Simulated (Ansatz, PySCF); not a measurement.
GeFCl3, SMILES [Ge]([Cl])([Cl])([Cl])[F]. Atoms are numbered in the order given.

```xyz
5

F      0.0000    -0.0001     1.9287
Ge     0.0000     0.0000     0.2034
Cl     1.7585    -1.0152    -0.4489
Cl     0.0000     2.0306    -0.4491
Cl    -1.7585    -1.0152    -0.4489
```

The structure is a stationary point at B3LYP-D3(BJ)/def2-SVP.

Two levels are set side by side: PBE-D3(BJ)/def2-SVP (Ansatz, a first-principles code) and B3LYP-D3(BJ)/def2-SVP (Ansatz). Each level has its own optimised geometry; the coordinates shown are those of the second. Frequencies come from the Hessian of PySCF at each geometry. Differences are taken from unrounded values.

```
quantity                            B3LYP-D3(BJ)
----------------------------------  ------------
mean bond length (Å)                       2.031
bond F1–Ge2 (Å)                            1.725
bond Ge2–Cl3 (Å)                           2.133
bond Ge2–Cl4 (Å)                           2.133
bond Ge2–Cl5 (Å)                           2.133
highest harmonic wavenumber (cm⁻¹)           738
mean harmonic wavenumber (cm⁻¹)              325
zero-point energy (kcal/mol)                4.18
```

Problem. What does PBE-D3(BJ) give, and how far is it from B3LYP-D3(BJ)? (Estimate from the structure and the level; the computed values follow.)

Solution. 
```
quantity                            PBE-D3(BJ)  PBE-D3(BJ) minus B3LYP-D3(BJ)
----------------------------------  ----------  -----------------------------
mean bond length (Å)                     2.038                          0.007
bond F1–Ge2 (Å)                          1.738                          0.013
bond Ge2–Cl3 (Å)                         2.139                          0.006
bond Ge2–Cl4 (Å)                         2.139                          0.006
bond Ge2–Cl5 (Å)                         2.139                          0.006
highest harmonic wavenumber (cm⁻¹)         714                            -24
mean harmonic wavenumber (cm⁻¹)            315                             -9
zero-point energy (kcal/mol)              4.05                          -0.12
```

Exact exchange shortens and stiffens bonds; PBE has none. Differences between two approximate levels are no errors against the true value.
